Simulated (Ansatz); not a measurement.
Consider the isomerisation: `BC(=O)OC` → `BOC1CO1`.

Computed with Ansatz on PBE0-D4/def2-TZVP structures; ΔE is electronic, products minus reactants. CBS: MP2 limit from def2 TZ/QZ plus the TZ coupled-cluster correction, frozen cores. Functionals use def2-TZVPP. B3LYP here is the variant with VWN-RPA as its local correlation; programs differ in this. HSE06 is defined as in plane-wave codes. One conformer a species, not always the lowest.

`BC(=O)OC`:

Cartesian coordinates in Å:
```
B -0.142 -1.882 -0.884
C -0.296 -0.467 -0.252
O -1.450 -0.092 -0.226
O 0.733 0.236 0.201
C 0.414 1.518 0.751
H -0.268 -2.841 -0.188
H -0.033 -1.978 -2.066
H -0.258 1.412 1.602
H 1.362 1.947 1.064
H -0.062 2.148 -0.001
```

`BOC1CO1`:

Cartesian coordinates in Å:
```
B -0.053 1.672 0.523
O -0.293 0.461 1.063
C 0.153 -0.721 0.493
C -0.058 -1.027 -0.913
O -0.842 -1.616 0.129
H -0.470 2.615 1.125
H 0.553 1.768 -0.508
H 0.983 -1.143 1.054
H 0.611 -1.704 -1.436
H -0.585 -0.304 -1.529
```

Question: Is it downhill or uphill in electronic energy at CCSD(T)/CBS, and by how much? (Estimate.)

Answer: Ansatz gave: Downhill: ΔE = -13.6 kJ/mol.

Question: What do these levels give: PBE-D4, revPBE-D4, PBE0-D4, B3LYP-D4, B2PLYP, PBE0, HSE06, BHLYP, MP2/def2-SVP, CCSD/def2-SVP, HF/def2-TZVPP, CCSD/CBS(def2)? (Best estimate.)

Answer: Computed: PBE-D4 -5.5, revPBE-D4 -0.9, PBE0-D4 -15.9, B3LYP-D4 0.3, B2PLYP -3.0, PBE0 -15.7, HSE06 -15.6, BHLYP -6.2, MP2/def2-SVP -14.3, CCSD/def2-SVP -12.0, HF/def2-TZVPP 4.4, CCSD/CBS(def2) -15.4 kJ/mol.

Largest T1 diagnostic among the species: 0.018.

At CCSD(T), def2-SVP lies +3.9 kJ/mol from the extrapolated value and def2-TZVPP +0.9 kJ/mol. From r2SCAN to r2SCAN0 (25 % exact exchange), in def2-TZVPP and without D4, ΔE moves by −9.9 kJ/mol. In def2-TZVPP, CCSD(T) changes the Hartree–Fock value by −17.1 kJ/mol (the triples alone add +1.8 kJ/mol) and MP2 by −23.0 kJ/mol.
